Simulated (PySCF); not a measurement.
RbIn⁺ at PBE

Computed with PBE; Rb def2-SVP with ECP28, In def2-SVP with ECP28; scalar-relativistic core potentials (PySCF 2.14).

```json
{
  "state": "²Σ⁺ (doublet), unpaired electrons σ ↑",
  "bond length": "4.228 Å",
  "harmonic wavenumber": "43.7 cm⁻¹",
  "force constant": "0.0549 mdyn/Å",
  "rotational constant Be": "0.01931 cm⁻¹",
  "anharmonicity ωexe": "0.254 cm⁻¹",
  "vibration–rotation constant αe": "0.000150 cm⁻¹",
  "well depth De to Rb⁺ + In": "0.58 eV",
  "dissociation energy D0": "0.57 eV",
  "bond order (Mayer)": "0.39",
  "dipole moment (positive dipole points towards In; it is taken about the centre of mass and depends on that origin)": "-6.85 D"
}
```

Spin–orbit coupling is left out, which matters for elements this heavy, above all for dissociation energies. For an ion De counts to the pair picked by the measured ionisation energies or electron affinities, which need not be the lowest pair at this level. The state was picked by a PBE0 search and need not be the measured ground state.
